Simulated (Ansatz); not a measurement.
H10Si4, charge +1, doublet, at a GFN2-xTB geometry (a state made from the parent by changing its charge; the spin is typed, not shown lowest), atoms displaced at random by about 0.03 Å a coordinate; Ansatz (a quantum-chemistry and plane-wave program) with R2SCAN/STO-3G, gradient.

The Ansatz input:
Ansatz 0.2 input:
```yaml
crystal:
  periodic: [false, false, false]
  atoms:
    - {symbol: Si, position_ang: [2.14535825, -0.97619897, 0.84031436]}
    - {symbol: Si, position_ang: [0.98061627, 1.06523910, 0.64244037]}
    - {symbol: Si, position_ang: [-0.68101180, 0.53832431, -1.20491174]}
    - {symbol: Si, position_ang: [-2.44211721, -0.63118369, -0.20878900]}
    - {symbol: H, position_ang: [2.70330309, -1.01581805, 2.23784281]}
    - {symbol: H, position_ang: [1.18781982, -1.99574025, 0.58591338]}
    - {symbol: H, position_ang: [3.28224063, -0.98538198, -0.15342876]}
    - {symbol: H, position_ang: [1.65654274, 2.23932289, 0.19515003]}
    - {symbol: H, position_ang: [0.11447709, 1.47098480, 1.66928246]}
    - {symbol: H, position_ang: [0.18808810, -0.08782430, -2.27514644]}
    - {symbol: H, position_ang: [-0.92803320, 1.88162366, -1.77483148]}
    - {symbol: H, position_ang: [-3.52088193, 0.38628801, 0.20266734]}
    - {symbol: H, position_ang: [-2.96103415, -1.54502645, -1.19244423]}
    - {symbol: H, position_ang: [-1.89461966, -1.29720312, 0.90107650]}
basis:
  gaussian:
    orbitals: STO-3G
hamiltonian:
  xc: r2scan
total_charge: 1
magnetization: {spin_polarized: true, initial_magnetization: 1}
output: {forces: true}
```

The log (banner, timings and long lists left out):

```
Functional definition: r2SCAN
515 factors; integrals over basis functions are off by at most 4.9e-5 eV
mean field evaluation 1: about -31297.0710 eV, gradient 1.6e1 eV
mean field evaluation 2: about -31297.4173 eV, gradient 1.3e1 eV
mean field evaluation 4: about -31298.8691 eV, gradient 4.5e-1 eV
mean field evaluation 8: about -31298.8122 eV, gradient 1.2e-2 eV
mean field -31298.81224416 eV, -1150.2101348758 hartree, gradient 7.9e-5 eV, S^2 0.752175; 0 other end points of the search recorded, 0 dependent functions left out
the calculation of the forces begins
reference -31298.81225374 eV, -1150.2101352282 hartree; 33, 32 occupied and 13, 14 virtual orbitals, 515 factors
Total energy: -31298.81225374 eV, -1150.2101352282 hartree
Atom 0 at     2.145358    -0.976199     0.840314 Å, force     1.647031     1.127880     0.051484 eV/Å
Atom 1 at     0.980616     1.065239     0.642440 Å, force     0.337795    -1.596078    -1.029480 eV/Å
Atom 2 at    -0.681012     0.538324    -1.204912 Å, force     0.804282    -0.009420    -1.076877 eV/Å
Atom 3 at    -2.442117    -0.631184    -0.208789 Å, force    -1.245497     2.337052    -0.269777 eV/Å
Atom 4 at     2.703303    -1.015818     2.237843 Å, force    -0.654588     0.128848    -1.042674 eV/Å
Atom 5 at     1.187820    -1.995740     0.585913 Å, force    -0.373141    -0.541591    -0.059155 eV/Å
Atom 6 at     3.282241    -0.985382    -0.153429 Å, force    -1.227976     0.062850     0.843356 eV/Å
Atom 7 at     1.656543     2.239323     0.195150 Å, force     0.383688     0.467303    -0.397903 eV/Å
Atom 8 at     0.114477     1.470985     1.669282 Å, force    -0.849089     0.222026     1.096300 eV/Å
Atom 9 at     0.188088    -0.087824    -2.275146 Å, force    -0.788458     0.193454     1.169125 eV/Å
Atom 10 at    -0.928033     1.881624    -1.774831 Å, force    -0.002275    -0.393033     0.589679 eV/Å
Atom 11 at    -3.520882     0.386288     0.202667 Å, force     1.524252    -1.236257    -0.506613 eV/Å
Atom 12 at    -2.961034    -1.545026    -1.192444 Å, force     0.082200    -0.182378    -0.274358 eV/Å
Atom 13 at    -1.894620    -1.297203     0.901076 Å, force     0.361775    -0.580655     0.906891 eV/Å
Dipole moment:     0.072109     0.115234    -0.001292 e Å
```
